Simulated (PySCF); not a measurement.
SMILES BCCC#C (C4H7B), GFN2-xTB optimised geometry.

```
12

B      2.56     0.50     1.29
C      1.00     0.41     1.18
C      0.44    -0.39     0.00
C     -1.01    -0.39     0.00
C     -2.21    -0.37     0.03
H      3.26    -0.01     0.50
H      3.03     1.08     2.19
H      0.59     1.43     1.15
H      0.59    -0.01     2.11
H      0.79     0.04    -0.94
H      0.79    -1.43     0.05
H     -3.26    -0.36     0.05
```

Density from CAM-B3LYP/def2-TZVP run with PySCF at that geometry.

Minimum of the electron density along straight lines between bonded atoms, close to the bond critical point (lines longer than 1.1 times the sum of covalent radii, or with two minima, are not listed):

| bond | length / Å | ρ at the minimum / e bohr⁻³ | ∇²ρ there / e bohr⁻⁵ | position (fraction from the first atom) |
|---|---|---|---|---|
| B1–C2 | 1.566 | 0.193 | ___ | 0.33 |
| C2–C3 | 1.537 | ___ | -0.59 | 0.49 |
| C3–C4 | 1.449 | 0.279 | -0.80 | 0.46 |
| C4–C5 | 1.197 | 0.423 | -1.22 | 0.52 |
| B1–H6 | 1.169 | 0.194 | -0.39 | 0.44 |
| B1–H7 | 1.170 | 0.195 | -0.40 | 0.44 |
| C2–H8 | 1.096 | 0.270 | -0.90 | 0.64 |
| C2–H9 | 1.096 | 0.271 | -0.90 | 0.64 |
| C3–H10 | 1.094 | 0.279 | -0.97 | 0.64 |
| C3–H11 | 1.094 | 0.279 | -0.97 | 0.64 |
| C5–H12 | 1.049 | ___ | -1.15 | 0.66 |

Problem. Complete the blanks.

Solution. 
- B1–C2, ∇²ρ there / e bohr⁻⁵: -0.35
- C2–C3, ρ at the minimum / e bohr⁻³: 0.240
- C5–H12, ρ at the minimum / e bohr⁻³: 0.300
